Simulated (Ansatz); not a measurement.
Question: Name a neutral molecule of C, F, N, Ta and H with HOMO–LUMO gap (PBE0/def2-TZVPP) between 6.85 and 7.15 eV and size of the dipole moment (ωB97M-V/def2-TZVPP) between 1.05 and 1.35 D (Ansatz, PBE0-D4/def2-TZVP geometry).

Answer: `CC(C)(C)[N]=[Ta]([F])([F])[F]` (6.95 eV, 1.12 D). Other molecules can fit too; these were computed, each in one conformer that needn't be the lowest.
